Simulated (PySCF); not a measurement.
From one molecule to another.

First species: C2H11N3OSi2.
SMILES with atom numbers: `[OH:1][Si@@H:2]1[NH:3][CH2:4][CH2:5][NH:6][SiH2:7][NH:8]1` (hydrogens: H9 on O1; H10 on Si2; H11 on N3; H12, H13 on C4; H14, H15 on C5; H16 on N6; H17, H18 on Si7; H19 on N8)

Second species: C6H5Cl2FSi.
Geometry (GFN2-xTB, Å), atoms numbered from 1 in this order:
```xyz
15
C6H5Cl2FSi angstrom
C     -1.6565    3.1474   -0.3867
C     -1.4049    1.9857   -0.5633
Si    -0.9839    0.2112   -0.8286
F     -1.3342   -0.1612   -2.3597
C      0.7480   -0.2374   -0.4430
C      1.8809   -0.5456   -0.1675
C      3.2364   -0.9181    0.1431
C     -2.1957   -0.8604    0.2194
Cl    -2.1375   -0.3812    1.9331
Cl    -1.7871   -2.5875    0.0772
H     -1.8867    4.1628   -0.2362
H      3.9094   -0.5342   -0.6229
H      3.3210   -2.0037    0.1801
H      3.5231   -0.5057    1.1099
H     -3.2367   -0.7642   -0.0882
```

Levels: PBE0/pcSseg-1 for HOMO energy, LUMO energy and HOMO–LUMO gap. Geometries: GFN2-xTB. All species are isolated and taken at one optimised geometry, non-relativistic unless stated; the electronic structure was computed with PySCF and density fitting.

The conformers computed, where there is a choice (atom-mapped SMILES and torsion angles):
- `[CH:1]#[C:2][Si@@:3]([F:4])([C:5]#[C:6][CH3:7])[CH:8]([Cl:9])[Cl:10]`: C2–Si3–C8–Cl9 -56°

The conformers of `O[Si@@H]1NCCN[SiH2]N1` aren't listed.

Values for the first species:

* HOMO energy: -6.48 eV
* LUMO energy: 0.95 eV
* HOMO–LUMO gap: 7.43 eV

Task: Estimate the same properties for the second species, and the change in each.

Result: 
```
     property     first    second  second less first
  HOMO energy  -6.48 eV  -8.20 eV           -1.72 eV
  LUMO energy   0.95 eV  -1.08 eV           -2.03 eV
HOMO–LUMO gap   7.43 eV   7.12 eV           -0.31 eV
```

